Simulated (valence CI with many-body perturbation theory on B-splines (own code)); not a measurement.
# As18+: what the settings do

Calculated by valence CI with perturbative core correlation (CI+MBPT): five valence electrons over a frozen Dirac-Fock core [Ne], a basis of 6 s, 6 p, 5 d, 3 f, 1 g functions for each j, with the one-electron correlation potential Σ1, the two-electron term Σ2, the three-electron term Σ3, Breit, model QED; selected CI, second order for the rest, scaled by the run's own slope (own B-spline code, finite nucleus).

No measured levels were compared; by estimate levels of excited configurations hold to 0.05 to 0.15 % of their energy, terms of the ground configuration to about 0.5 %. Among the levels kept, up to 1100 cm⁻¹ of a level comes from second order outside the variational space, and about a tenth of that is noise between levels of different J, which matters for small intervals.

The reference run has the lowest level 3s²3p³ ⁴S°_3/2 and an ionisation energy of 721.940 eV. Its largest variational space holds 9997 state functions.

Names give the largest LS component (configuration and term), which can be under half, so a name can repeat, a term be missing and a line seem to break the LS rules; names also repeat where a configuration has a term twice. Letters in brackets count levels of one name in rising energy.

Changed runs:
A. cutoff of virtual states (hartree) 2178 → 1740
B. scale of Σ1 1 → 0; scale of Σ2 1 → 0; three-electron term on → off
C. highest l in the core sums 6 → 4; lowest core n in screening and Σ2 1 → 1
D. cutoff of virtual states (hartree) 2178 → 29.39 (bad on purpose)

Excitation energies of the reference run in cm⁻¹, and shifts in cm⁻¹:

```
                 Level  Reference        A       B       C       D
        3s²3p³ ²D°_3/2      60492     -0.6    +387    -0.7     +43
        3s²3p³ ²D°_5/2      80788     -1.3    +313    -0.1     +22
        3s²3p³ ²P°_1/2     121462     -1.3    +728    -1.5     +47
        3s²3p³ ²P°_3/2     158164     -3.1    +292    +0.9     -33
          3s3p⁴ ⁴P_5/2     432213     +2.3    +166     -52    +741
          3s3p⁴ ⁴P_3/2     466305     +0.7     -30     -53    +672
          3s3p⁴ ⁴P_1/2     476482     +0.7     +54     -53    +678
          3s3p⁴ ²D_3/2     537133     -2.6   +1062     -76    +622
          3s3p⁴ ²D_5/2     550485     -2.4    +817     -70    +629
       3s²3p²3d ²P_3/2     607774      -11   +2065    -120    +225
      3s3p⁴ ²S_1/2 [a]     614704     -5.6   +2455     -91    +563
       3s²3p²3d ⁴F_3/2     632060      -21   +2769    -180    -315
Ionisation energy (eV)    721.940  -0.0028  -0.337  +0.011  -0.333
```
